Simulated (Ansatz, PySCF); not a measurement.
Stretching the C5–H7 bond in C2H5B (SMILES BC=C) (multiplicity 1 held, fragments rigid). Energies count from the point at 1.086 Å.
Geometry at that point (charge 0, multiplicity 1):
```xyz
8

B     -0.192     0.135     1.342
H     -0.504     1.285     1.411
H     -0.137    -0.515     2.340
C      0.127    -0.467    -0.033
C      0.061     0.277    -1.148
H      0.415    -1.510    -0.141
H      0.281    -0.119    -2.135
H     -0.221     1.323    -1.101
```

Unrestricted levels (U-) break spin symmetry where that is lower. Active spaces are followed from a long bond inwards. Curves can end on different states.

Frozen-core correlation. Rows in 3-21G, 6-31G* carry no dispersion term and start afresh at each structure (6-31G* with six Cartesian d functions). MP2/6-31G* freezes PySCF's default core.

Programs: Ansatz (an electronic-structure program) with Gaussian orbitals; PySCF for 3-21G rows, 6-31G* rows. 

Other levels give for the energy at R = 3.474 Å: U-PBE/cc-pVTZ 112.98; U-B3LYP/cc-pVTZ 115.77; U-wB97X-V/cc-pVTZ 117.67; FIC-MRCISD+Q on CASSCF(2,2)/cc-pVTZ 116.15 kcal/mol.

Common cheap choices:

```json
[
 {"level": "R-HF/3-21G", "energy at R = 3.474 Å (kcal/mol)": "208.44"},
 {"level": "R-HF/6-31G*", "energy at R = 3.474 Å (kcal/mol)": "203.60"},
 {"level": "U-HF/6-31G*", "energy at R = 3.474 Å (kcal/mol)": "90.20"},
 {"level": "R-BP86/6-31G*", "energy at R = 3.474 Å (kcal/mol)": "139.47"},
 {"level": "U-B3LYP/6-31G*", "energy at R = 3.474 Å (kcal/mol)": "116.05"},
 {"level": "R-MP2/6-31G*", "energy at R = 3.474 Å (kcal/mol)": "140.27"}
]
```

Doubts at one or more of the structures used: a restricted determinant that unrestricted orbitals would lower (R-HF/3-21G, R-HF/6-31G*, R-BP86/6-31G*, R-MP2/6-31G*); a spin-contaminated determinant (U-HF/6-31G*, U-B3LYP/6-31G*, U-PBE/cc-pVTZ, U-B3LYP/cc-pVTZ, U-wB97X-V/cc-pVTZ).
